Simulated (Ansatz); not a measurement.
A run for Ansatz (an electronic-structure program): U-CCSD(T)/def2-SVP on ClHPb (SMILES [Cl][PbH]), a point of a bond scan (R = 3.740 Å). Elements past Kr take the def2 small-core potentials; no spin–orbit coupling. The run froze 14 orbitals, filled d shells among them.

Ansatz 0.2 input:
```yaml
crystal:
  periodic: [false, false, false]
  atoms:
    - {symbol: Pb, position_ang: [-0.21816163, -0.21253453, 0.29359630]}
    - {symbol: H, position_ang: [-1.37766248, -0.88691623, -0.99885930]}
    - {symbol: Cl, position_ang: [1.80910286, 1.72227439, -2.18291910]}
basis:
  gaussian:
    orbitals: def2-SVP
correlation: {method: ccsd_t, electrons: outside_noble_gas}
scf: {omitted_lower_state_checks: [cluster_reference]}
magnetization: {spin_polarized: true, initial_magnetization: 0}
```

Output:

```
WARN ansatz: RAYON_NUM_THREADS=1 ignored (pool sized by the plan → 1); use --threads N
Functional definition: HF
these checks for a lower state are left out or cut short: cluster_reference
integrals: 0.03 GiB planned
556 factors; integrals over basis functions are off by at most 4.4e-4 eV
mean field: 0.15 GiB planned
mean field evaluation 1: about -17732.0365 eV, gradient 1.4e1 eV
mean field evaluation 2: about -17732.0482 eV, gradient 1.4e1 eV
mean field evaluation 4: about -17733.8876 eV, gradient 1.0e0 eV
mean field evaluation 8: about -17733.9208 eV, gradient 1.3e-1 eV
mean field evaluation 16: about -17733.9557 eV, gradient 9.6e-1 eV
mean field evaluation 32: about -17733.8954 eV, gradient 6.6e-1 eV
mean field evaluation 64: about -17733.8681 eV, gradient 2.0e-5 eV
mean field evaluation 96: about -17733.8680 eV, gradient 6.4e-1 eV
mean field evaluation 128: about -17733.6084 eV, gradient 1.6e-1 eV
mean field evaluation 160: about -17733.8822 eV, gradient 9.2e-1 eV
mean field evaluation 192: about -17733.7176 eV, gradient 4.5e0 eV
mean field evaluation 224: about -17733.8916 eV, gradient 4.5e-1 eV
mean field evaluation 256: about -17733.6330 eV, gradient 4.6e-1 eV
mean field evaluation 288: about -17733.9217 eV, gradient 4.3e-4 eV
mean field -17734.11866524 eV, -651.7168403301 hartree, gradient 2.7e-6 eV, S^2 0.699755; 21 other end points of the search recorded, 0 dependent functions left out
14 core orbitals not correlated
reference -17734.11866524 eV, -651.7168403301 hartree; 6, 6 occupied and 29, 29 virtual orbitals, 556 factors
second order -4.63346021 eV of doubles, -0.00000000 eV of singles
coupled cluster: 0.09 GiB planned
cycle   1  -5.24905163 eV  change   -6.4e-1 eV  update   9.1e-2
cycle   2  -5.53856289 eV  change   -2.9e-1 eV  update   4.4e-2
cycle   3  -5.57965182 eV  change   -4.1e-2 eV  update   3.7e-2
cycle   4  -5.63558619 eV  change   -5.6e-2 eV  update   3.2e-2
cycle   5  -5.68601599 eV  change   -5.0e-2 eV  update   1.8e-2
cycle   6  -5.70342845 eV  change   -1.7e-2 eV  update   7.6e-3
cycle   7  -5.71300941 eV  change   -9.6e-3 eV  update   4.6e-3
cycle   8  -5.72076830 eV  change   -7.8e-3 eV  update   3.3e-3
cycle   9  -5.72099894 eV  change   -2.3e-4 eV  update   1.6e-3
cycle  10  -5.72152665 eV  change   -5.3e-4 eV  update   6.4e-4
cycle  11  -5.72186781 eV  change   -3.4e-4 eV  update   3.4e-4
cycle  12  -5.72216297 eV  change   -3.0e-4 eV  update   2.4e-4
cycle  13  -5.72213762 eV  change    2.5e-5 eV  update   1.7e-4
cycle  14  -5.72206362 eV  change    7.4e-5 eV  update   9.6e-5
cycle  15  -5.72202393 eV  change    4.0e-5 eV  update   5.0e-5
cycle  16  -5.72201722 eV  change    6.7e-6 eV  update   2.8e-5
cycle  17  -5.72201541 eV  change    1.8e-6 eV  update   2.0e-5
cycle  18  -5.72201052 eV  change    4.9e-6 eV  update   1.5e-5
cycle  19  -5.72200103 eV  change    9.5e-6 eV  update   1.2e-5
coupled cluster: 0.09 GiB planned
perturbative correction -0.13352059 eV, -0.0049067912 hartree
WARN: these amplitudes may be one of several solutions (largest doubles amplitude 0.19, level shift 0.17 eV)
Total energy: -17739.97418686 eV, -651.9320267808 hartree
Checks for a lower state left out: cluster_reference
```

The calculation finished and met its thresholds. Its determinant has ⟨S²⟩ = 0.70, a mixture of spin states.

Warnings raised: other roots.

Cost: around 8 core-seconds (rough).
